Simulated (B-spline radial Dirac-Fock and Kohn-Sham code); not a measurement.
Auger parameter of tellurium: the M5 level and its strongest M5-NN line

Method: multi-electron Dirac-Fock with separately optimised hole states, Breit and Lamb-shift corrections added in first order. Computed with a radial finite-basis atomic code. The modified Auger parameter α′ is the binding energy plus the kinetic energy of the Auger electron; it does not depend on the energy zero. For free ions it tends to fall with charge, since less charge screens the final holes.

```
              species      configuration  binding 3d5/2 (eV)  Auger line  kinetic (eV)  α′ (eV)
Te²⁻ (Watson 1.878 Å)  [Kr] 4d10 5s2 5p6               578.2    N5N5 J=4         475.4   1053.6
 Te²⁻ (Watson 2.21 Å)  [Kr] 4d10 5s2 5p6               577.3    N5N5 J=4         477.0   1054.2
Te²⁻ (Watson 2.652 Å)  [Kr] 4d10 5s2 5p6               576.1    N5N5 J=4         478.7   1054.8
                   Te  [Kr] 4d10 5s2 5p4               581.5    N5N5 J=4         470.5   1052.0
                  Te⁺  [Kr] 4d10 5s2 5p3               591.5    N5N5 J=4         459.6   1051.1
   Te⁺ (Watson 1.8 Å)  [Kr] 4d10 5s2 5p3               583.9    N5N5 J=4         467.4   1051.3
   Te⁺ (Watson 2.4 Å)  [Kr] 4d10 5s2 5p3               585.5    N5N5 J=4         465.6   1051.1
                 Te²⁺  [Kr] 4d10 5s2 5p2               602.7    N5N5 J=4         447.9   1050.5
  Te²⁺ (Watson 2.2 Å)  [Kr] 4d10 5s2 5p2               589.6    N5N5 J=4         460.9   1050.6
  Te²⁺ (Watson 2.7 Å)  [Kr] 4d10 5s2 5p2               592.0    N5N5 J=4         458.5   1050.5
                 Te³⁺  [Kr] 4d10 5s2 5p1               614.8    N5N5 J=4         435.4   1050.3
  Te³⁺ (Watson 1.6 Å)  [Kr] 4d10 5s2 5p1               588.5    N5N5 J=4         462.2   1050.7
    Te³⁺ (Watson 3 Å)  [Kr] 4d10 5s2 5p1               600.4    N5N5 J=4         449.8   1050.3
                 Te⁴⁺      [Kr] 4d10 5s2               628.0    N5N5 J=4         422.4   1050.4
    Te⁴⁺ (Watson 2 Å)      [Kr] 4d10 5s2               599.2    N5N5 J=4         451.2   1050.4
                 Te⁵⁺      [Kr] 4d10 5s1               643.2    N5N5 J=4         407.9   1051.1
                 Te⁶⁺          [Kr] 4d10               659.2    N5N5 J=4         392.9   1052.0
  Te⁶⁺ (Watson 1.6 Å)          [Kr] 4d10               605.2    N5N5 J=4         446.9   1052.0
```
